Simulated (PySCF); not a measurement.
# SiSb⁻ at PBE0

Computed with PBE0; basis Si def2-TZVPPD, Sb def2-TZVPPD with ECP28; scalar-relativistic core potentials; PySCF 2.14.

```
state                                                                                                              : ¹Σ⁺ (singlet), closed shell
bond length                                                                                                        : 2.299 Å
harmonic wavenumber                                                                                                : 472 cm⁻¹
force constant                                                                                                     : 2.98 mdyn/Å
rotational constant Be                                                                                             : 0.1404 cm⁻¹
anharmonicity ωexe                                                                                                 : 1.10 cm⁻¹
vibration–rotation constant αe                                                                                     : 0.000478 cm⁻¹
well depth De to Si⁻ + Sb                                                                                          : 404 kJ/mol
dissociation energy D0                                                                                             : 402 kJ/mol
HOMO–LUMO gap                                                                                                      : 3.89 eV
bond order (Mayer)                                                                                                 : 2.65
dipole moment (positive dipole points towards Sb; it is taken about the centre of mass and depends on that origin) : 2.94 D
```

Spin–orbit coupling is left out, which matters for elements this heavy, above all for dissociation energies. For an ion De counts to the pair picked by the measured ionisation energies or electron affinities, which need not be the lowest pair at this level.
